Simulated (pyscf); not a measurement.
allyl (•H₂C–CH=CH₂) → cyclic C₃H₅ (SMILES [CH]1CC1) [doublet] (ring closure; doublet surface; none broken, C–C formed). Single points on ωB97X-D3(BJ)/def2-SVP structures (PySCF, gas phase). Correlated levels are frozen-core, on RHF or UHF. ΔMP2 is the change of the MP2 total energy from the triple- to the quadruple-zeta basis. Energies in kcal/mol from the reactant's lowest minimum found.

```json
[
 {"level": "PBE/def2-TZVP", "barrier": "49.7", "reaction energy": "+26.6"},
 {"level": "r²SCAN/def2-TZVP", "barrier": "52.8", "reaction energy": "+27.8"},
 {"level": "B3LYP-D3(BJ)/def2-TZVP", "barrier": "53.9", "reaction energy": "+31.2"},
 {"level": "M06-2X/def2-TZVP", "barrier": "53.3", "reaction energy": "+23.8"},
 {"level": "ωB97M-D3(BJ)/def2-TZVP", "barrier": "53.5", "reaction energy": "+28.1"},
 {"level": "CCSD/def2-TZVPP", "barrier": "54.9", "reaction energy": "+28.5"},
 {"level": "CCSD(T)/def2-TZVPP + ΔMP2(QZVPP)", "barrier": "53.5", "reaction energy": "+28.7"}
]
```

This is the saddle that the search found; another between the same sides may lie lower. The CCSD(T) − MP2 part came from Ansatz, without density fitting, on the same reference. A UHF reference is spin-contaminated (<S²> up to 1.15), which harms MP2 most.
